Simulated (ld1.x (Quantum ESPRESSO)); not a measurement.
Transferability test, RRKJ potential for N (Z = 7)

ld1.x (Quantum ESPRESSO) 7.5 input, shortened:

```
&input
   title='N', zed=7., rel=0, dft='PBE', iswitch=3,
   config='[He] 2s2 2p3 3d-2'
 /
 &inputp
   pseudotype=2, tm=.false., rho0=0.01, lloc=2,
   nlcc=.true., new_core_ps=.true.
 /
3
2S  1  0   2.00   0.00  0.80  0.80  0.0
2P  2  1   3.00   0.00  1.95  1.95  0.0
3D  3  2  -2.00   0.05  1.55  1.55  0.0
 &test
   configts(1)='2s2 2p3'
 /
```

Energies are relative to the spin-unpolarised reference configuration 2s2 2p3; without spin polarisation the order of configurations can differ from experiment.

(1) Give the all-electron excitation energy and the error of the potential for: 2s2 2p2; 2s2 2p1; 2s2 2p0; 2s0 2p5; 2s1 2p3; 2s1 2p0; 2s1 2p4.

Levels in the configuration 2s2 2p2:

```tsv
level	all-electron (eV)	pseudo (eV)
2s	-32.434	-32.421
2p	-20.694	-20.535
```

Results:

(1)

```csv
valence configuration,charge,ΔE all-electron (eV),error AE − PS (meV)
2s2 2p2,+1,13.597,+52
2s2 2p1,+2,42.456,+486
2s2 2p0,+3,89.541,+2004
2s0 2p5,0,22.981,-33
2s1 2p3,+1,25.345,-93
2s1 2p0,+4,167.310,+3249
2s1 2p4,0,11.477,-8.5
```
